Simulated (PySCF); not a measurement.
H6Se, SMILES [SeH6]. Heavy atoms are numbered as in [SeH6:1]. Hydrogens are named by the atom that carries them.

The structure is a stationary point at B3LYP-D3(BJ)/def2-TZVP.

The numbers are results of PySCF with KT2/pcSseg-2, not measurements.

GIAO shieldings, no solvent; atoms alike by connectivity are averaged. δ = σ(ref) − σ: ⁷⁷Se against Me2Se (σ = 1704.9 ppm); ¹H against TMS (σ = 31.47 ppm), references at their B3LYP-D3(BJ)/def2-TZVP geometries, non-relativistic.

```
nucleus       atoms  count  δ (ppm)
-------  ----------  -----  -------
⁷⁷Se     Se1 (SeH6)      1   -269.5
¹H         H on Se1      6    11.61
```
